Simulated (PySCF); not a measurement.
SMILES [GeH3][Si]([GeH3])(O)[GeH3] (GFN2-xTB optimised geometry):

```
15

O      0.069     1.489     0.044
Si    -1.247     0.525     0.000
Ge    -0.248    -1.589     0.000
Ge    -2.501     0.949    -1.952
Ge    -2.596     0.903     1.897
H      0.013     2.442     0.055
H      1.247    -1.589     0.000
H     -0.622    -2.442     1.179
H     -0.621    -2.441    -1.179
H     -2.063     2.149    -2.747
H     -3.960     1.214    -1.709
H     -2.517    -0.157    -2.966
H     -2.221     2.106     2.720
H     -4.048     1.137     1.591
H     -2.631    -0.211     2.902
```

Level of theory: PySCF with B3LYP/def2-TZVP.

### Question
What are the frontier orbital energies and the dipole moment?

### Answer
HOMO-2 -9.09 eV, HOMO-1 -7.78 eV, HOMO -7.52 eV, LUMO -1.55 eV, LUMO+1 -0.48 eV; dipole moment 1.39 D.

On the same geometry PBE/def2-TZVP run with PySCF 2.14.0 gives HOMO-2 -7.99 eV, HOMO-1 -6.86 eV, HOMO -6.57 eV, LUMO -2.13 eV, LUMO+1 -1.05 eV; dipole moment 1.36 D.

Meta-Löwdin charges at B3LYP/def2-TZVP: O1 -0.76, Si2 0.57, Ge3 0.12, Ge4 0.08, Ge5 0.08, H6 0.35, H7 -0.04, H8 -0.05, H9 -0.05, H10 -0.05, H11 -0.05, H12 -0.05, H13 -0.05, H14 -0.05, H15 -0.05.
